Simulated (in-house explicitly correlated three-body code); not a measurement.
Computed with an exponentially correlated three-body code. Model: two electrons around a point charge, non-relativistic, variational in 260 exponentially correlated functions (energies converged to about 1e-7 hartree, or 1e-8 relative for large Z).

For two electrons in a singlet the Kohn-Sham orbital is the square root of half the density, so the exact Kohn-Sham potential and energy parts follow from the density alone, and exchange is minus half the Hartree energy. The Kohn-Sham level equals minus the binding energy of the second electron.

Command:
```bash
python run_hyl.py task.json out
```
Settings (lengths in bohr, energies in hartree):
```
Z                      4.9
interaction_strength   1
functions              260
states_tried           13
```

Run time, properties included: 48 s on 1 thread of Intel(R) Xeon(R) Platinum 8259CL CPU @ 2.50GHz (Skylake/Cascade Lake) (shared host).

**Those bound S and P states to n = 4 that converged, binding against the one-electron ion.**

Given: nuclear charge 4.9.

Computed: one-electron threshold -12.005 hartree.

```json
{"term": "1 1S", "energy (hartree)": "-21.1034381", "binding (eV)": "247.58", "quantum defect": "0.085747"}
{"term": "2 3S", "energy (hartree)": "-14.133967", "binding (eV)": "57.932", "quantum defect": "0.10999"}
{"term": "2 1S", "energy (hartree)": "?", "binding (eV)": "?", "quantum defect": "?"}
{"term": "2 3P", "energy (hartree)": "-13.9770482", "binding (eV)": "53.662", "quantum defect": "0.036229"}
{"term": "2 1P", "energy (hartree)": "-13.8844075", "binding (eV)": "51.141", "quantum defect": "-0.011588"}
{"term": "3 3S", "energy (hartree)": "-12.9124879", "binding (eV)": "24.694", "quantum defect": "0.10513"}
{"term": "3 1S", "energy (hartree)": "-12.8725277", "binding (eV)": "23.607", "quantum defect": "0.039208"}
{"term": "3 3P", "energy (hartree)": "-12.8705169", "binding (eV)": "23.552", "quantum defect": "0.03577"}
{"term": "3 1P", "energy (hartree)": "-12.8440433", "binding (eV)": "22.832", "quantum defect": "-0.01063"}
{"term": "4 3S", "energy (hartree)": "?", "binding (eV)": "?", "quantum defect": "?"}
{"term": "4 1S", "energy (hartree)": "-12.4897904", "binding (eV)": "13.192", "quantum defect": "0.039294"}
{"term": "4 3P", "energy (hartree)": "-12.4888834", "binding (eV)": "13.167", "quantum defect": "0.035584"}
{"term": "4 1P", "energy (hartree)": "-12.4778901", "binding (eV)": "12.868", "quantum defect": "-0.010232"}
```

Task: What belongs in the row 2 1S?

Result: energy (hartree): -13.9829217; binding (eV): 53.822; quantum defect: 0.039147.

Task: What belongs in the row 4 3S?

Result: energy (hartree): -12.5059347; binding (eV): 13.631; quantum defect: 0.10364.

**Electric-dipole lines between converged S and P states, rate of the upper state's decay.**

| s state | p state | p minus s (eV) | oscillator strength from s | rate (1/s) |
| --- | --- | --- | --- | --- |
| 1 1S | 2 1P | 196.44 | 0.60423 | 3.3725e+11 |
| 1 1S | 3 1P | 224.75 | 0.13473 | 9.8433e+10 |
| 1 1S | 4 1P | 234.71 | 0.051754 | 4.1239e+10 |
| 2 1S | 2 1P | 2.6807 | 0.11705 | 1.2167e+07 |
| 2 1S | 3 1P | 30.99 | 0.33148 | 4.6046e+09 |
| 2 1S | 4 1P | 40.954 | 0.086668 | 2.1025e+09 |
| 3 1S | 2 1P | -27.535 | -0.06923 | 2.2775e+09 |
| 3 1S | 3 1P | 0.7751 | 0.20268 | 1.7612e+06 |
| 3 1S | 4 1P | 10.739 | 0.35434 | 5.9102e+08 |
| 4 1S | 2 1P | ? | ? | ? |
| 4 1S | 3 1P | -9.6397 | -0.15339 | 6.1851e+08 |
| 4 1S | 4 1P | 0.32382 | 0.28171 | 427270 |
| 2 3S | 2 3P | 4.27 | 0.16658 | 4.393e+07 |
| 2 3S | 3 3P | 34.38 | 0.28809 | 4.9252e+09 |
| 2 3S | 4 3P | 44.765 | 0.078431 | 2.2733e+09 |
| 3 3S | 2 3P | -28.968 | -0.076432 | 2.7831e+09 |
| 3 3S | 3 3P | 1.1421 | 0.2783 | 5.2505e+06 |
| 3 3S | 4 3P | 11.527 | 0.30654 | 5.8912e+08 |
| 4 3S | 2 3P | -40.031 | -0.015385 | 1.0698e+09 |
| 4 3S | 3 3P | ? | ? | ? |
| 4 3S | 4 3P | 0.46399 | 0.38287 | 1.1922e+06 |

Task: What belongs in the row 4 1S 2 1P?

Result: p minus s (eV): -37.949; oscillator strength from s: -0.014549; rate (1/s): 9.0917e+08.

Task: What belongs in the row 4 3S 3 3P?

Result: p minus s (eV): -9.9208; oscillator strength from s: -0.1722; rate (1/s): 7.3543e+08.

**Exact Kohn-Sham parts of the ground state from its density.**

Computed: Kohn-Sham kinetic 21.061 hartree; Hartree energy 5.6788 hartree; exchange energy -2.8394 hartree; DFT correlation energy -0.044702 hartree; kinetic part of the DFT correlation energy 0.042411 hartree; potential part of the DFT correlation energy -0.087113 hartree; exact minus restricted Hartree-Fock -0.044698 hartree; Kohn-Sham level -247.58 eV; dipole polarisability 0.021445 bohr³; C6 of two such species 0.002963 hartree·bohr⁶.

Task: What is the restricted Hartree-Fock level?

Result: -247.88 eV.

Task: What is the total energy?

Result: -21.1034381 hartree.

**Density and exact potentials over r, pair density (one pair, times 4 pi r12^2) and exact minus Kohn-Sham pair density over r12.**

| radius (bohr) | radial density (electrons/bohr) | exchange potential (hartree) | intracule density (1/bohr) | Coulomb hole against Kohn-Sham (1/bohr) | correlation potential (hartree) |
| --- | --- | --- | --- | --- | --- |
| 0.0422 | 0.96756 | -4.4882 | 0.07009 | -0.01353 | -0.039 |
| 0.049 | 1.2213 | -4.4578 | 0.094214 | -0.01754 | -0.035 |
| 0.0569 | 1.5257 | -4.4188 | 0.12639 | -0.02256 | -0.031 |
| 0.0661 | 1.8839 | -4.3692 | 0.16918 | -0.02872 | -0.026 |
| 0.0768 | 2.2942 | -4.3066 | 0.22559 | -0.03611 | -0.02 |
| 0.0891 | 2.7441 | -4.2296 | 0.29831 | -0.04456 | -0.014 |
| 0.104 | 3.2419 | -4.1306 | 0.39592 | -0.0543 | -0.007 |
| 0.12 | ? | ? | ? | ? | ? |
| 0.14 | ? | ? | ? | ? | ? |
| 0.162 | 4.5396 | -3.7186 | 0.83105 | -0.0796 | 0.013 |
| 0.188 | 4.7903 | -3.5328 | 1.0292 | -0.08234 | 0.018 |
| 0.218 | 4.8695 | -3.3247 | 1.2414 | -0.07896 | 0.021 |
| 0.254 | 4.7365 | -3.0882 | 1.4575 | -0.06734 | 0.022 |
| 0.295 | 4.3828 | -2.8395 | 1.6386 | -0.04758 | 0.022 |
| 0.342 | 3.8362 | -2.5832 | 1.7544 | -0.02176 | 0.019 |
| 0.397 | 3.1411 | -2.3212 | 1.774 | 0.006241 | 0.015 |
| 0.461 | 2.3822 | -2.0625 | 1.6727 | 0.03003 | 0.011 |
| 0.535 | 1.6568 | -1.8161 | 1.4518 | 0.04364 | 0.007 |
| 0.622 | 1.0348 | -1.584 | 1.138 | 0.0445 | 0.004 |
| 0.722 | 0.57691 | -1.3755 | 0.79524 | 0.03489 | 0.003 |
| 0.838 | 0.28065 | -1.19 | 0.48452 | 0.02099 | 0.002 |
| 0.973 | 0.11622 | -1.0267 | 0.25082 | 0.009047 | 0.001 |

Task: What belongs in the row 0.12?

Result: radial density (electrons/bohr): 3.7059; exchange potential (hartree): -4.0197; intracule density (1/bohr): 0.50974; Coulomb hole against Kohn-Sham (1/bohr): -0.06362; correlation potential (hartree): 0.

Task: What belongs in the row 0.14?

Result: radial density (electrons/bohr): 4.1725; exchange potential (hartree): -3.8771; intracule density (1/bohr): 0.66059; Coulomb hole against Kohn-Sham (1/bohr): -0.07293; correlation potential (hartree): 0.007.
